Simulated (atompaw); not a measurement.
## Ranking PAW (atompaw) potentials for Cr (Z = 24)

All share these settings but for the change named:

```
Element                 : Cr (Z = 24)
Generator               : atompaw 4.2.0.5
Type                    : PAW
Functional              : PBEsol
Relativity              : scalar-relativistic
Frozen core             : [Ar]
Valence charge          : 6
Reference configuration : 3d5 4s0 4p0 (charge +1)
Partial waves           : 4s (bound, empty): rc 2.60 bohr; 4s channel at -0.3 Ry: rc 2.60 bohr; 4p (bound, empty): rc 2.60 bohr; 4p channel at 0.05 Ry: rc 2.60 bohr; 3d (bound): rc 1.55 bohr; 3d channel at 2.95 Ry: rc 2.60 bohr
Local potential         : bessel scheme, radius 2.45 bohr
Core correction         : smooth core density matched at 1.70 bohr
Augmentation charge     : sinc compensation charge, radius 2.30 bohr; PAW radius 2.60 bohr; waves and projectors: custom rrkj vanderbiltortho
```

Cutoff: the first of the cutoffs (Ry, on a coarse ladder) from which the occupation-weighted sum of valence levels, in a spherical-Bessel basis at the reference potential, stays within 10 and 1 mRy of its value at 400 Ry; the density cutoff is not measured.

The base gives 40 Ry.

Of 8 variants that were run, those that failed, showed a ghost or another fault, or gave nearly equal values are left out.

A variant can come out equal or close to the base.

Task: Rank these variants from softest to hardest (loose cutoff).
A. all radii scaled by about 1.29 (s 3.36, p 3.36, d 2.00 bohr); local potential bessel scheme, radius 3.18 bohr; augmentation sinc compensation charge, radius 2.98 bohr; PAW radius 3.36 bohr; waves and projectors: custom rrkj vanderbiltortho; core correction smooth core density matched at 2.20 bohr
B. all radii scaled by about 0.90 (s 2.34, p 2.34, d 1.40 bohr); local potential bessel scheme, radius 2.20 bohr; augmentation sinc compensation charge, radius 2.06 bohr; PAW radius 2.34 bohr; waves and projectors: custom rrkj vanderbiltortho; core correction smooth core density matched at 1.52 bohr
C. all radii scaled by about 1.19 (s 3.08, p 3.08, d 1.84 bohr); local potential bessel scheme, radius 2.90 bohr; augmentation sinc compensation charge, radius 2.74 bohr; PAW radius 3.08 bohr; waves and projectors: custom rrkj vanderbiltortho; core correction smooth core density matched at 2.02 bohr
D. all radii scaled by about 1.05 (s 2.72, p 2.72, d 1.62 bohr); local potential bessel scheme, radius 2.56 bohr; augmentation sinc compensation charge, radius 2.40 bohr; PAW radius 2.72 bohr; waves and projectors: custom rrkj vanderbiltortho; core correction smooth core density matched at 1.78 bohr
E. all radii scaled by about 1.13 (s 2.94, p 2.94, d 1.76 bohr); local potential bessel scheme, radius 2.78 bohr; augmentation sinc compensation charge, radius 2.60 bohr; PAW radius 2.94 bohr; waves and projectors: custom rrkj vanderbiltortho; core correction smooth core density matched at 1.92 bohr

Result: A (25 Ry), C (30 Ry), E (35 Ry), D (40 Ry), B (50 Ry).
